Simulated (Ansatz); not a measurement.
Start from `CS[SiH](O)F` and change one atom or group to get `O[SiH](F)[S][GeH3]`.

Ansatz, PBE0-D4/def2-TZVP geometries, multiplicity 1. Each molecule was computed in one conformer, which needn't be the lowest.

Scalar relativity is left out up to krypton.

| property | `CS[SiH](O)F` |
| --- | --- |
| HOMO energy (B3LYP/def2-TZVPP) / eV | -7.05 |
| LUMO energy (B3LYP/def2-TZVPP) / eV | -0.31 |
| size of the dipole moment (ωB97M-V/def2-TZVPP) / D | 1.28 |
| HOMO–LUMO gap (PBE0/def2-TZVPP) / eV | 7.24 |
| HOMO energy (ωB97M-V/def2-TZVPP) / eV | -9.49 |
| HOMO energy (PBE0/def2-TZVPP) / eV | -7.29 |

Problem. Give the same properties after the change, and the shifts. (Estimate.)

Solution. The calculation gave: 
| property | `O[SiH](F)[S][GeH3]` | shift |
| --- | --- | --- |
| HOMO energy (B3LYP/def2-TZVPP) / eV | -7.41 | -0.36 |
| LUMO energy (B3LYP/def2-TZVPP) / eV | -0.59 | -0.28 |
| size of the dipole moment (ωB97M-V/def2-TZVPP) / D | 1.80 | 0.52 |
| HOMO–LUMO gap (PBE0/def2-TZVPP) / eV | 7.34 | 0.10 |
| HOMO energy (ωB97M-V/def2-TZVPP) / eV | -9.83 | -0.34 |
| HOMO energy (PBE0/def2-TZVPP) / eV | -7.67 | -0.38 |

With PBE0 the HOMO falls by 0.38 eV and the LUMO falls by 0.28 eV, so the gap widens by about 0.10 eV. PBE moves the HOMO by -0.40 eV and ωB97M-V by -0.34 eV. Dipoles are sizes alone; their direction can turn.

B3LYP here is the variant with VWN-RPA as its local correlation; programs differ in this.
